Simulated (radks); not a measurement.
Polarisability of neutral lithium, [He] 2s1, at imaginary frequency. All-electron calculation, scalar-relativistic Kohn-Sham, LDA (Slater exchange, Perdew-Wang correlation), spin-unpolarised, spherical densities, finite nucleus; Fermi nuclear charge, rms radius 2.444 fm; without spin polarisation the odd electron is poorly described. Program: a radial shooting solver on a logarithmic mesh with Libxc functionals. Response by self-consistent Sternheimer equations with the Hartree and adiabatic LDA kernel, the relativistic mass of each level held fixed and spin-orbit coupling left out.

| w (hartree) | alpha1(iw) (bohr^3) | alpha2(iw) (bohr^5) |
|---|---|---|
| 0.00266 | 146.0 | 2095 |
| 0.0143 | 140.8 | 2070 |
| 0.0360 | 117.8 | 1939 |
| 0.0697 | 77.07 | 1612 |
| 0.118 | 41.31 | 1134 |
| 0.186 | 20.50 | 685.0 |
| 0.280 | 10.13 | 374.0 |
| 0.413 | 5.088 | 192.6 |
| 0.605 | 2.595 | 95.28 |
| 0.892 | 1.336 | 45.21 |
| 1.35 | 0.6878 | 20.25 |
| 2.12 | 0.3438 | 8.289 |
| 3.59 | 0.1530 | 2.926 |
| 6.94 | 0.05096 | 0.7935 |
| 17.5 | 0.009213 | 0.1257 |

Static values: alpha1 = 146.2 bohr^3 (21.66 angstrom^3; uncoupled 185.1), alpha2 = 2096 bohr^5, alpha3 = 64000 bohr^7. C6 = 1185, C8 = 108000, triple-dipole C9 = 129200 atomic units. One-pole (London) frequency 4 C6 / (3 alpha1^2) = 0.074 hartree, against 0.106 for minus the highest occupied eigenvalue. Recommended static value: 164.113 bohr^3 (Schwerdtfeger and Nagle, 2023 table).
